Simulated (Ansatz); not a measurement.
```xyz
2

Li    0.0000    0.0000   -0.3675
H     0.0000    0.0000    1.1025
```

Basis set: 6-31G* (spherical functions). All electrons are correlated. Charge 0, multiplicity 1.

Computed with Ansatz (development build ahead of 0.2.0); each method stands on the lowest determinant of its kind that the runs found. Restricted open shells among the atoms or ions are ROHF, correlated in semicanonical orbitals with singles.

Question: Give the atomization energy at this shape (free ground-state atoms in the same class of orbitals less the molecule, no zero-point energy) of singlet LiH by RHF-MP2, RHF.

Answer:

```csv
method,atomization energy
RHF-MP2,1.70 eV
RHF,1.29 eV
```
